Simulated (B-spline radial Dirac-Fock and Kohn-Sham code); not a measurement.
# Tb⁴⁺ 4p1/2: cross section and angular parameters

System: terbium as Tb⁴⁺, 1s2 2s2 2p6 3s2 3p6 3d10 4s2 4p6 4d10 4f7 5s2 5p6; threshold 374.9 eV (orbital energy of the model). Level of theory: Dirac-Hartree-Slater photoionisation with a Latter tail; cross sections with all multipoles, angular parameters from the dipole term and its interference with E2; a radial atomic solver.

Input file task.json (cfg lists n, l and occupation; rrms is the nuclear radius in fm):

```json
{"items": [{
  "Z": 65,
  "q": 4,
  "cfg": [[1, 0, 2], [2, 0, 2], [2, 1, 6], [3, 0, 2], [3, 1, 6], [3, 2, 10], [4, 0, 2], [4, 1, 6], [4, 2, 10], [4, 3, 7], [5, 0, 2], [5, 1, 6]],
  "A": 159,
  "rrms": 5.06,
  "do": "xps",
  "hv": [55.9, 60, 62.0, 63.6, 73.8, 80, 100, 113.0, 116.0, 150, 200, 400.0, 508.0, 528.0, 600, 1240.0, 1920.0, 2410.0, 2970.0, 2984.4, 3190.0, 3560.0, 5370.0, 5380.0, 5550.0, 5990.0, 6000, 9820.0, 12800.0]
}]}
```

Launch: `python xray2_run.py task.json out`

For linearly polarised light dσ/dΩ = σ/(4π) [1 + β P₂(cos θ) + (δ + γ cos²θ) sin θ cos φ], with θ from the polarisation vector and φ the angle between the beam and the projection of the electron momentum on the plane normal to the polarisation.

```
hν (eV)  σ (kb)       β       γ       δ
    400    77.8  -0.354  -0.185   0.074
    508    73.5   0.629   0.059   0.078
    528    72.2   0.727   0.112   0.073
    600    67.6   0.985   0.251   0.056
   1240    32.6   1.596   0.210   0.005
   1920    17.1   1.682   0.021  -0.001
   2410    11.7   1.693  -0.019  -0.002
   2970    8.02   1.688  -0.005  -0.003
 2984.4    7.95   1.687  -0.004  -0.003
   3190    7.02   1.683   0.011  -0.003
   3560       ?       ?       ?       ?
   5370    2.46   1.617   0.305   0.002
   5380    2.45   1.617   0.307   0.002
   5550    2.29   1.611   0.333   0.003
   5990    1.94   1.597   0.402   0.004
   6000    1.93   1.597   0.403   0.004
   9820   0.622   1.483   0.956   0.026
  12800   0.323   1.409   1.307   0.047
```

Problem. Give the values at 3560 eV.

Solution. σ = 5.69 kb, β = 1.674, γ = 0.049, δ = -0.002.

Values without a named source are computed, but for edge energies of neutral atoms, which are taken from tables.
